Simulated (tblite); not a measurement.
Species: C3H7NO2Si.
Cartesian coordinates in Å at the GFN2-xTB level; atoms count from 1:
```
atom  x, y, z in Å
C1     3.1313    0.3329    0.9111
N2     1.9942   -0.1545    0.7685
Si3    0.9942   -0.4990   -0.5871
O4    -0.4361    0.0744    0.0313
C5    -1.6021   -0.1911   -0.5331
C6    -2.7639    0.3937    0.2249
O7    -1.7027   -0.8444   -1.5375
H8     3.5675    0.3846    1.9059
H9     3.7472    0.7297    0.0986
H10    0.9797   -1.9504   -0.6847
H11    1.2352    0.1716   -1.8621
H12   -2.4391    1.2453    0.8147
H13   -3.5514    0.6773   -0.4676
H14   -3.1548   -0.3706    0.8948
```

All values are computed: GFN2-xTB (tblite) harmonic vibrations without scaling, gas phase. This tight-binding method is rough: wavenumbers can miss measured ones by several per cent, in bad cases by 10 to 20. Modes of hydrogen on silicon can be 10 to 20 % off. One conformer, not necessarily the lowest. The optimisation stopped once no atom felt more than 0.01 eV/Å.

Lowest wavenumbers of the output (negative numbers stand for imaginary wavenumbers):
```
mode    cm-1
  1     -28.7
  2      51.9
  3      68.5
  4      93.6
  5     118.9
  6     197.8
  7     254.7
  8     361.0
  9     434.2
 10     549.4
 11     576.4
 12     596.5
 13     634.8
 14     732.5
 15     770.6
```

Q: Is this structure a minimum?

A: Not by this Hessian. 1 mode is imaginary beyond 20i (29i cm⁻¹), so at this level the point lies at or near a first-order saddle. The curvature is small, so loose convergence or finite differences may be the whole cause.

Q: Which atoms move in the imaginary mode?

A: 29i: H14 (methyl hydrogen) 37 %, H13 (methyl hydrogen) 33 %, H12 (methyl hydrogen) 28 %. These are shares of the mass-weighted motion.

Q: What is the remedy?

A: Step along that mode in both directions, optimise again with tighter thresholds and repeat the frequencies. The zero-point energy of this point (60.4 kcal/mol) counts the 35 real modes alone, and thermal corrections from it aren't those of a minimum.
